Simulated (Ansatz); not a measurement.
Compare A (`C=NBC[SiH3]`) with its isomer B (`CN1BC1[SiH3]`).

Gas-phase electronic energies from Ansatz, PBE0-D4/def2-TZVP geometries. CCSD(T)/CBS is the MP2 limit (def2-TZVPP, def2-QZVPP) plus CCSD(T) − MP2 in def2-TZVPP, frozen cores. DFT in def2-TZVPP. B3LYP here is the variant with VWN-RPA as its local correlation; programs differ in this. One conformer a species, not always the lowest.

Problem. Which isomer does CCSD(T)/CBS put lower? Give the gap. (Best estimate.)

Solution. The calculation gave: A, by 28.2 kcal/mol.

Problem. Give E(B) − E(A) in kcal/mol with MP2/def2-TZVPP, CCSD(T)/def2-TZVPP, HF/def2-TZVPP, B2PLYP, B3LYP-D4, PBE-D4, CCSD/def2-TZVPP. (Estimate.)

Solution. Ansatz gave: MP2/def2-TZVPP 26.7, CCSD(T)/def2-TZVPP 29.1, HF/def2-TZVPP 31.9, B2PLYP 29.7, B3LYP-D4 30.4, PBE-D4 27.7, CCSD/def2-TZVPP 29.0. None reverses the order clearly.

Problem. Does the order hold for the free energy at 298.15 K (harmonic terms from PBE0-D4)? (An estimate is asked.)

Solution. Ansatz gave: Yes: G(B) − G(A) = +29.6 kcal/mol, for one conformer each. Modes under 60 cm⁻¹, often nearly free rotors, make the harmonic entropy too high.

Largest T1 diagnostic: 0.014.

From r2SCAN to r2SCAN0 (25 % exact exchange), in def2-TZVPP and without D4, E(B) − E(A) moves by −1.7 kcal/mol. In def2-TZVPP, CCSD(T) changes the Hartree–Fock value by −2.9 kcal/mol (the triples alone add +0.0 kcal/mol) and MP2 by −5.2 kcal/mol.
